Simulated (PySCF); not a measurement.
SnH2, SMILES [SnH2] (connectivity only; charge and spin as stated), neutral, multiplicity 1.

The structure is a stationary point at B3LYP-D3(BJ)/def2-TZVPD. The def2 effective core potentials stand for the cores of Sn; spin–orbit coupling is left out.

Computed with TDDFT-M06-2X/def2-TZVPD run with PySCF.

Vertical excitations. The molecule is in vacuum. State labels are in the subgroup C2v.

Computed excitation energies, oscillator strengths and character:
| state | symmetry | energy (eV) | λ (nm) | f | main pairs |
|---|---|---|---|---|---|
| S1 | B1 | 2.23 | 557 | 0.014 | HOMO→LUMO 100 % |
| S2 | A2 | 3.79 | 327 | 0.000 | HOMO−1→LUMO 99 % |
| S3 | A1 | 5.72 | 217 | 0.194 | HOMO→LUMO+1 96 % |
| S4 | B2 | 5.88 | 211 | 0.207 | HOMO→LUMO+2 93 % |
| S5 | A1 | 6.58 | 188 | 0.004 | HOMO→LUMO+3 91 % |
| S6 | A2 | 7.09 | 175 | 0.000 | HOMO→LUMO+4 98 % |
| S7 | A1 | 7.27 | 170 | 0.063 | HOMO→LUMO+6 74 %, HOMO−1→LUMO+2 20 % |
| S8 | B1 | 7.31 | 170 | 0.195 | HOMO→LUMO+5 97 % |
| S9 | B2 | 7.38 | 168 | 0.330 | HOMO−1→LUMO+1 87 % |
| S10 | B2 | 7.81 | 159 | 0.002 | HOMO→LUMO+7 86 % |
| T1 | B1 | 1.16 | 1073 | 0 | HOMO→LUMO 96 % |
| T2 | A2 | 3.34 | 371 | 0 | HOMO−1→LUMO 98 % |
| T3 | B2 | 4.44 | 280 | 0 | HOMO→LUMO+2 86 % |
| T4 | A1 | 5.48 | 226 | 0 | HOMO→LUMO+1 64 %, HOMO→LUMO+3 20 % |
Triplets are in the Tamm–Dancoff approximation, which puts them higher than full response would, so one can lie above its singlet here.
